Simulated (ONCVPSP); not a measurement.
**zinc (Zn): one change to an ONCV potential, before and after**

```json
{
  "Element": "Zn (Z = 30)",
  "Generator": "ONCVPSP 4.0.1",
  "Type": "optimised norm-conserving Vanderbilt (ONCV)",
  "Functional": "LDA (Perdew-Wang 92)",
  "Relativity": "fully relativistic",
  "Frozen core": "[Ne] 3s2",
  "Valence charge": "18",
  "Reference configuration": "3p6 3d10 4s2",
  "Partial waves": "4s: rc 1.80 bohr, ncon 4, nbas 8, qcut 3.5 1/bohr, 3 projectors, debl 3 Ha; 3p: rc 0.70 bohr, ncon 4, nbas 8, qcut 12.4 1/bohr, 2 projectors, debl 1.6 Ha; 3d: rc 1.10 bohr, ncon 4, nbas 9, qcut 13.8 1/bohr, 1 projector; f scattering state at 0.17 Ha: rc 1.90 bohr, ncon 4, nbas 7, qcut 5.8 1/bohr, 2 projectors, debl 3.8 Ha",
  "Local potential": "polynomial inside 0.55 bohr (lpopt 5, dvloc0 0 Ha)",
  "Core correction": "Teter function, fcfact 5.25, rcfact 1.45"
}
```

Open shells are filled in proportion to 2j + 1.

In the p channel the program set the typed energies aside and used -3.022, 0.250 Ha (j = l + 1/2; the other j can differ).

All-electron outer shells of the reference configuration (LDA (PZ), scalar-relativistic, ld1.x):

```tsv
shell	level (eV)	outermost node (bohr)	outermost maximum (bohr)
3s	-128.62	0.28	0.59
3p	-83.26	0.25	0.59
3d	-10.42	–	0.56
4s	-6.23	0.85	2.09
```

Change: all radii but the core radius scaled by about 0.89 (s 1.62, p 0.62, d 0.98, f 1.70 bohr); local potential polynomial inside 0.50 bohr (lpopt 5, dvloc0 0 Ha).

Cutoffs: the cutoffs (Ha) at which the residual kinetic energy of the hardest occupied pseudo-wave falls to 1 and 0.1 mHa per electron; they do not see the model core or the augmentation charge, which bear on the density cutoff. Errors are all-electron minus pseudo energies relative to the spin-unpolarised reference configuration.

Q: How do hardness, ghosts and transferability respond?

A: The potential gets harder (79 Ha and 366 Ha → 153 Ha and 476 Ha); both files keep a bound ghost (f, s); of the 4 tests that both files solve, the error grows in 0 and shrinks in 1 by more than 15 % and 0.3 meV (median size 51.0 → 52.5 meV). A smaller radius makes the pseudo-wave follow the all-electron one further in, where it bends more sharply, so more plane waves are needed.

```tsv
quantity	base	changed
cutoff, loose	79 Ha	153 Ha
cutoff, tight	366 Ha	476 Ha
loose cutoff by channel	s 6.1 Ha, p 79 Ha, d 78 Ha	s 6.0 Ha, p 153 Ha, d 86 Ha
bound ghosts	s, f7/2, f5/2	s, f7/2, f5/2
GHOST(+) flags under 300 eV	s at 250.8 eV	none
error for 3p6 3d10 4s1, meV [ΔE 10.18 eV]	-5.4	-6.1
error for 3p6 3d10 4s0, meV [ΔE 28.95 eV]	-34	-36
error for 3p6 3d9 4s0, meV [ΔE 69.84 eV]	+68	+70
error for 3p5 3d10 4s2, meV [ΔE 91.95 eV]	-114	-69
rms error of d²Exc/dni dnj with the model core, mHa	7.13	7.21
```

 A true bound ghost makes a file unfit for plane-wave use even where its test errors are small: the radial tests pick states by their node count and pass the ghost by.
